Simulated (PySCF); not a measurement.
Cartesian coordinates in Å; atom numbers follow the order of the lines, from 1:
```xyz
13

F     0.1275    1.6248    0.5232
C    -0.7577    1.0712   -0.3488
C    -1.8023    0.1694    0.2154
C    -0.6391   -0.4100   -0.5431
O     0.3098   -1.1035    0.1715
Si    1.9237   -0.6896    0.3697
H    -0.9735    1.7344   -1.1925
H    -1.7577    0.0252    1.2982
H    -2.8025    0.1632   -0.2249
H    -0.8267   -0.8057   -1.5497
H     2.1668   -0.0328    1.6847
H     2.3754    0.1973   -0.7445
H     2.6809   -1.9729    0.3292
```

Geometry: PBE0-D3(BJ)/def2-SVP; GIAO shifts from PySCF 2.14.0 with density-fitted response routines, gas phase, non-relativistic, averaged over equivalent atoms.

At B3LYP/pcSseg-1 (144 basis functions, 23 s wall time on 1 thread of an Arm Neoverse N1, shared host):
```json
{"atoms": "F1", "δ (ppm)": "-251.3"}
{"atoms": "C2", "δ (ppm)": "72.8"}
{"atoms": "C4", "δ (ppm)": "52.4"}
{"atoms": "C3", "δ (ppm)": "16.3"}
{"atoms": "O5", "δ (ppm)": "8.2"}
{"atoms": "Si6", "δ (ppm)": "-32.3"}
{"atoms": "H11/H12/H13", "δ (ppm)": "4.72"}
{"atoms": "H7", "δ (ppm)": "4.21"}
{"atoms": "H10", "δ (ppm)": "3.29"}
{"atoms": "H9", "δ (ppm)": "0.87"}
{"atoms": "H8", "δ (ppm)": "0.81"}
```

Shifts are taken against calculated references (same method and geometry level): ¹⁹F (171.94 ppm) against CFCl3; ¹³C (179.24 ppm) and ²⁹Si (337.86 ppm) and ¹H (31.38 ppm) against TMS; ¹⁷O (334.04 ppm) against H2O.

What do these become at PBE0/IGLO-III?

## Answers


```tsv
atoms	δ at PBE0/IGLO-III	change
F1	-245.3	+6.0
C2	74.3	+1.5
C4	52.7	+0.3
C3	15.6	-0.7
O5	5.3	-2.9
Si6	-31.0	+1.3
H11/H12/H13	5.12	+0.40
H7	4.31	+0.10
H10	3.31	+0.02
H9	0.70	-0.17
H8	0.78	-0.03
```

Referencing at the same level of theory: ¹⁹F (σref 174.63) against CFCl3; ¹³C (σref 183.78), ²⁹Si (σref 345.34), ¹H (σref 31.37) vs TMS; ¹⁷O (σref 327.19) vs H2O.

The largest change is at F1 (fluorine on an sp3 carbon). Cost: 289 basis functions, 75 s wall time on 1 thread of an Arm Neoverse N1, shared host. The order of the carbon signals is the same at both levels.

Unscaled 19F shifts against computed CFCl3 carry errors that often reach 10 to 50 ppm. Experimental scales use liquid or dissolved standards, which lie at an offset from isolated H2O (liquid H2O: subtract about 36 ppm).
